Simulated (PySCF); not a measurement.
Molfile (atoms numbered from 1):
```
C5H5ClO2Si
     RDKit          3D

 14 14  0  0  0  0  0  0  0  0999 V2000
   -2.8062    0.7137    0.4550 O   0  0  0  0  0  0  0  0  0  0  0  0
   -2.0002   -0.0703    0.0147 C   0  0  0  0  0  0  0  0  0  0  0  0
   -2.3730   -1.2647   -0.4981 O   0  0  0  0  0  0  0  0  0  0  0  0
   -0.5600    0.1032   -0.0461 C   0  0  0  0  0  0  0  0  0  0  0  0
    0.0700    1.2107    0.4078 C   0  0  0  0  0  0  0  0  0  0  0  0
    1.5049    1.2376    0.2827 C   0  0  0  0  0  0  0  0  0  0  0  0
    2.0436    0.1398   -0.2790 C   0  0  0  0  0  0  0  0  0  0  0  0
    3.7233   -0.0377   -0.5228 Cl  0  0  0  0  0  0  0  0  0  0  0  0
    0.6852   -1.1304   -0.7356 Si  0  0  0  0  0  4  0  0  0  0  0  0
   -3.3370   -1.3558   -0.4447 H   0  0  0  0  0  0  0  0  0  0  0  0
   -0.4604    2.0433    0.8463 H   0  0  0  0  0  0  0  0  0  0  0  0
    2.0717    2.0902    0.6233 H   0  0  0  0  0  0  0  0  0  0  0  0
    0.8238   -2.3523    0.0481 H   0  0  0  0  0  0  0  0  0  0  0  0
    0.6138   -1.3276   -2.1786 H   0  0  0  0  0  0  0  0  0  0  0  0
  1  2  2  0
  2  3  1  0
  2  4  1  0
  4  5  2  0
  5  6  1  0
  6  7  2  0
  7  8  1  0
  7  9  1  0
  9  4  1  0
  3 10  1  0
  5 11  1  0
  6 12  1  0
  9 13  1  0
  9 14  1  0
M  END
```

One computed conformer, one averaged value for each set of equivalent atoms, relativity neglected, no solvent model. GIAO PBE0/pcSseg-1 shieldings; geometry: GFN2-xTB; PySCF 2.14.0 with density-fitted response routines.

Shifts are taken against calculated references (same method and geometry level): TMS for $^{13}$C and $^{1}$H and $^{29}$Si; $^{17}$O against H2O; $^{35}$Cl vs HCl.

| atoms | nucleus | count | δ (ppm) |
| --- | --- | --- | --- |
| H10 | $^{1}$H | 1 | ? |
| O3 | $^{17}$O | 1 | ? |
| Si9 | $^{29}$Si | 1 | -48.9 |
| C4 | $^{13}$C | 1 | 130.1 |
| C7 | $^{13}$C | 1 | 167.0 |
| C6 | $^{13}$C | 1 | 150.0 |
| O1 | $^{17}$O | 1 | ? |
| H11 | $^{1}$H | 1 | 8.16 |
| C2 | $^{13}$C | 1 | ? |
| H13/H14 | $^{1}$H | 2 | 4.66 |
| H12 | $^{1}$H | 1 | 7.12 |
| Cl8 | $^{35}$Cl | 1 | 255 |
| C5 | $^{13}$C | 1 | 168.2 |

Q: Complete the table.

A: 
- C2: 169.6 ppm, carboxylic acid carbon; it is a carbonyl in resonance with an O or N lone pair, the region of acids, esters and amides
- H10: 5.93 ppm, hydrogen on an acid hydroxyl oxygen; labile proton, position sensitive to the medium
- O1: 405.4 ppm, carbonyl oxygen
- O3: 213.1 ppm, acid hydroxyl oxygen

OH and NH positions are those of a molecule without intermolecular hydrogen bonds; in solution they move with solvent, concentration and temperature, and exchange usually removes their couplings. Carbons that carry Cl, above all several Cl atoms, come out too deshielded, partly because spin–orbit coupling is missing. Shifts are as computed. Against solution values, carbons near 30 ppm lie about +3 ppm off and those near 130 ppm about +5 ppm; carbons on Cl a further +6 ppm. Of 1211 compounds with measured shifts, 218 miss one by over three times the rms of a fit or turn the order of signals round; such compounds aren't used in these exercises. In solution the two oxygens of a carboxylic acid exchange roles by proton transfer and give one 17O line. Hydrogen bonding in solution shields acid and N–H amide carbonyl oxygens by tens of ppm. The C=O carbon of an acid or of an amide with N–H lies up to 10 ppm further downfield in solution, through hydrogen bonding that the calculation lacks. Unscaled 17O shifts of doubly bonded oxygen tend to come out too high, by tens of ppm or more. Experimental scales use liquid or dissolved standards, which lie at an offset from isolated H2O (liquid H2O: subtract about 36 ppm).
